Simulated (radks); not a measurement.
Results of a calculation; reference values are marked as such.
Question: C, 6 electrons, occupied as [He] 2s2 2p2. Level of theory: non-relativistic Kohn-Sham, TPSS, spin-polarised, spherical densities, point nucleus; open shells are filled with parallel spins first; meta-GGA in the generalised Kohn-Sham scheme (a radial shooting solver on a logarithmic mesh with Libxc functionals). Some entries of the table are withheld. Estimate them.

| orbital | occ. | eigenvalue (eV) | r(max) (bohr) |
|---|---|---|---|
| 1s up | 1 | -275.6186 | (1) |
| 1s down | 1 | -274.7218 | (2) |
| 2s up | 1 | -15.1243 | 1.199 |
| 2s down | 1 | -11.9987 | 1.242 |
| 2p up | 2 | (3) | (4) |
| 2p down | 0 | (5) | (6) |

Answer: 
(1) 1s up r(max) (bohr): 0.1744
(2) 1s down r(max) (bohr): 0.1743
(3) 2p up eigenvalue (eV): -6.1642
(4) 2p up r(max) (bohr): 1.182
(5) 2p down eigenvalue (eV): -3.2700
(6) 2p down r(max) (bohr): 1.308
